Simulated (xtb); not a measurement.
Here is a job for xtb.
```
$ xtb mol.xyz --gfn 2 --chrg 1 --opt vtight --json

# file mol.xyz
4

F      1.36560900     0.04322764    -0.06354355
S     -0.00512404    -0.03369985     0.62361809
F     -0.65476853     1.22332575    -0.20009744
F     -0.70605161    -1.15661721    -0.32420634
```

### Question
Estimate the total energy at the end of the optimisation that GFN2-xTB run with xtb returns for this input.

### Answer
-16.9888 Eh

### Question
Give the HOMO-LUMO gap at the level GFN2-xTB.

### Answer
7.56 eV
